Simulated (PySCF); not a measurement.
# Correlation energy of Sc³⁺ (scandium, charge +3)

[Ar], closed-shell 1S. All numbers are calculated (PySCF 2.14, the non-relativistic Hamiltonian (point nucleus), in def2-QZVPPD (11s6p5d3f2g, 93 functions)). Frozen: [Ne]; 8 electrons correlated.

```csv
level,correlation energy (mhartree)
CCSD,-226.49
(T),-5.07
CCSD(T),-231.56
```

Diagnostics: T1 = 0.00028, D1 = 0.0006, largest double amplitude 0.041.

Cost of the coupled-cluster step: of the order of 11 core-seconds, for 8 correlated electrons.

Iterations:

```
CC2 = 0
CCSD nocc = 4, nmo = 88
frozen orbitals [0, 1, 2, 3, 4]
max_cycle = 100
direct = 0
conv_tol = 1e-08
conv_tol_normt = 1e-06
diis_space = 8
diis_start_cycle = 0
Init t2, MP2 energy = -758.415265159107  E_corr(MP2) -0.201589776465787
Init E_corr(CCSD) = -0.201589776465794
cycle = 1  E_corr(CCSD) = -0.222235577020497  dE = -0.0206458006  norm(t1,t2) = 0.0197644
cycle = 2  E_corr(CCSD) = -0.225558416019309  dE = -0.003322839  norm(t1,t2) = 0.00503029
cycle = 3  E_corr(CCSD) = -0.226527705742273  dE = -0.000969289723  norm(t1,t2) = 0.00156991
cycle = 4  E_corr(CCSD) = -0.226491915902766  dE = 3.57898395e-05  norm(t1,t2) = 0.000140903
cycle = 5  E_corr(CCSD) = -0.226486792171459  dE = 5.12373131e-06  norm(t1,t2) = 1.32635e-05
cycle = 6  E_corr(CCSD) = -0.226487365796036  dE = -5.73624577e-07  norm(t1,t2) = 1.66482e-06
cycle = 7  E_corr(CCSD) = -0.226487392008324  dE = -2.62122883e-08  norm(t1,t2) = 1.27758e-07
cycle = 8  E_corr(CCSD) = -0.226487391753526  dE = 2.54797988e-10  norm(t1,t2) = 2.11488e-08
CCSD converged
E(CCSD) = -758.4401627743952  E_corr = -0.2264873917535262
CCSD(T) correction = -0.00507218079893559
```

This basis was not built for core-valence correlation, so the inner-shell part is incomplete.
